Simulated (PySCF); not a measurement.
SMILES COC(=O)[SiH2]C=O (C3H6O3Si) at its GFN2-xTB optimised geometry (Å):

```
13

C      1.5290    -1.5051     0.0270
O      0.8655    -0.2431     0.0000
C     -0.4714    -0.2431     0.0000
O     -1.1455    -1.2401     0.0203
Si    -1.0952     1.5753     0.0000
C     -0.1314     2.4160    -1.4347
O     -0.6439     2.9917    -2.3586
H      0.9968    -2.1913     0.6879
H      2.5370    -1.3200     0.3899
H      1.5593    -1.9294    -0.9783
H     -2.5370     1.6189    -0.1956
H     -0.6221     2.1913     1.2411
H      0.9780     2.3458    -1.3878
```

Calculation: B3LYP/def2-TZVP run with PySCF. Cells within 0.4 Å of a nucleus heavier than hydrogen are left out (blank, or x).

Map of the Laplacian of the electron density (e/bohr⁵), clipped to [-1.50, 1.50] on the plane z = 0.0 Å:

```
|5555555555555555555555555555555|
|5555555555555555555555555555555|
|5555555555555555555555555555555|
|5555555555555555555555555555555|
|5555555555555555555555555555555|
|5555555555555555555555555555555|
|5555555555555555555555555555555|
|5555555555555555555555555555555|
|5555555555555555555555555555555|
|5555555544699955555555555555555|
|55555552239xx955555555555555555|
|55555554449xx955555555555555555|
|5555555555599655555555555555555|
|5555555555544445555555555555555|
|5555555555554235776655555555555|
|5555555555554xx45xx565555555555|
|5555555555565xx22xx565555555555|
|5555555555663055640565555555555|
|55555555556xx366664355555555555|
|55555555565xx465555xx2455555555|
|5555555555631655554xx3455555555|
|5555555555566555555455555555555|
|5555555555555555555555555555555|
|5555555555555555555555555555555|
|5555555555555555555555555555555|
|5555555555555555555555555555555|
|5555555555555555555555555555555|
|5555555555555555555555555555555|
|5555555555555555555555555555555|
|5555555555555555555555555555555|
|5555555555555555555555555555555|
```
Scale: ten equal steps from -1.50 (start of '0') to 1.50 (end of '9'), in the order '0123456789'; x runs from -5.00 to 5.00, y from -5.00 (bottom) to 5.00 (top).
